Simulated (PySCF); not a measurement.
## Ca⁺: excitation energy

Ca⁺ [Ar] 4s1 (2S) → Ca⁺ [Ar] 3d1 (2D), as a difference of total energies. Calculation: PySCF 2.14, in aug-cc-pVTZ-X2C; the spin-free X2C one-electron Hamiltonian (Gaussian nucleus). The calculations carry no spin-orbit coupling.

```
   method  excitation energy (eV)
      UHF                   2.096
      LDA                   1.312
      PBE                   1.218
     PBE0                   1.318
   r2SCAN                   1.168
    HSE06                   1.330
BHandHLYP                   1.533
     PW91                   1.188
```

Problem. Which method comes closest to the reference value, and which is furthest?

Solution. The reference is 1.697 eV (measured; NIST levels, between the centres of gravity of the two terms). Closest: BHandHLYP (error -0.164 eV); furthest: r2SCAN (error -0.529 eV).
